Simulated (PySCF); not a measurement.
# EPR parameters of C7H7O

Compound: C7H7O (doublet state).
Numbering: `[CH2:1][c:2]1[cH:3][cH:4][cH:5][cH:6][c:7]1[OH:8]` (hydrogens: H9, H10 on C1; H11 on C3; H12 on C4; H13 on C5; H14 on C6; H15 on O8)

Structure used (GFN2-xTB), in Å, numbered top down from 1:
```xyz
15
C7H7O angstrom
C     -2.062   -0.715   -0.206
C     -0.739   -0.348   -0.088
C      0.292   -1.327   -0.186
C      1.615   -0.998   -0.075
C      1.995    0.328    0.142
C      1.028    1.314    0.244
C     -0.315    1.005    0.134
O     -1.206    2.021    0.244
H     -2.887   -0.026   -0.141
H     -2.323   -1.744   -0.371
H     -0.005   -2.352   -0.352
H      2.371   -1.765   -0.154
H      3.038    0.587    0.231
H      1.299    2.345    0.411
H     -2.104    1.682    0.144
```

The hyperfine couplings belong to this conformer and change with its torsions.

Computed with UKS B3LYP, pcH-1 on C H O, non-relativistic, mean-field spin-orbit, GIAO (PySCF 2.14.0). Isolated species at its GFN2-xTB geometry (one conformer only). The geometry wasn't refined by DFT: couplings that depend on bond lengths, twists or pyramidal angles can differ widely from those at the functional's own minimum. No stability test was run, so a lower SCF solution isn't excluded. ⟨S²⟩ is 0.779 where a pure state has 0.75.

| Quantity | Value |
| --- | --- |
| g1, g2, g3 | 2.00216, 2.00286, 2.00313 |
| g_iso | 2.00272 |
| Form of g | rhombic: the two nearest values differ by 28 % of g3 − g1 |
| ⟨S²⟩ | 0.7786 (exact 0.7500) |
| α and β electrons | 29, 28 |
| HOMO–LUMO gap, α and β orbitals | 4.83, 3.96 eV |
| Total energy | -346.16112 Eh |
| Basis functions | 270 |

Hyperfine couplings atom by atom, in mT; T1 to T3 are the principal values of the dipolar part (MHz turned into mT with g_iso):

```csv
atom,isotope,a_iso,T1,T2,T3,Mulliken spin population
C1,13C,2.04,-1.98,-1.93,3.91,0.73
C2,13C,-1.42,-0.68,0.27,0.42,-0.18
C3,13C,0.80,-0.64,-0.63,1.28,0.24
C4,13C,-0.72,-0.52,0.23,0.29,-0.12
C5,13C,0.88,-0.79,-0.73,1.52,0.28
C6,13C,-0.75,-0.54,0.24,0.30,-0.13
C7,13C,0.88,-0.73,-0.70,1.42,0.23
O8,17O,-0.18,-0.61,0.29,0.31,0.03
H9,1H,-1.53,-0.92,-0.01,0.93,-0.03
H10,1H,-1.57,-0.92,-0.02,0.94,-0.03
H11,1H,-0.55,-0.21,-0.08,0.29,-0.01
H12,1H,0.22,-0.08,-0.03,0.11,0.00
H13,1H,-0.65,-0.39,-0.01,0.40,-0.01
H14,1H,0.22,-0.09,-0.04,0.13,0.00
H15,1H,-0.10,-0.14,0.01,0.13,0.00
```

The Mulliken spin populations are largest on C1 (+0.73), C5 (+0.28), C3 (+0.24) and C7 (+0.23). Four atoms exceed +0.15. The angles at C1 add up to 360.0°, so it is planar; its axial dipolar tensor and the negative couplings of its protons fit spin in a p orbital normal to that plane.

Axes: g1 is normal to the molecular plane, g2 points within 15° of the C5–C6 bond and g3 points within 14° of the C1–C2 bond.

Under fast tumbling the dipolar parts average out, and these isotropic splittings remain (the largest six): 1 × 1H (H10, I = 1/2, 2 lines) with 1.57 mT, 1 × 1H (H9, I = 1/2, 2 lines) with 1.53 mT, 1 × 1H (H13, I = 1/2, 2 lines) with 0.65 mT, 1 × 1H (H11, I = 1/2, 2 lines) with 0.55 mT, 1 × 1H (H12, I = 1/2, 2 lines) with 0.22 mT and 1 × 1H (H14, I = 1/2, 2 lines) with 0.22 mT.

H9 and H10 aren't averaged: C1 is flat or nearly so (angle sum 360°), and its turn about the short C1–C2 bond (1.38 Å) is taken as slow.

The 13C coupling of C1 (57.3 MHz) shows only in satellite lines or after enrichment, since that isotope makes up about 1.07 % of natural carbon.

The spin density at the nucleus, in bohr⁻³, is negative for C2 (-0.0355), C6 (-0.0188) and C4 (-0.0180), for instance. A restricted open-shell determinant has no negative spin density anywhere; here it arises because α and β orbitals differ (spin polarisation).

Time: 73 s of wall time (with the writing of density and orbital grids); peak memory 0.96 GiB. Hardware: one thread of an Arm Neoverse V1 (shared host).
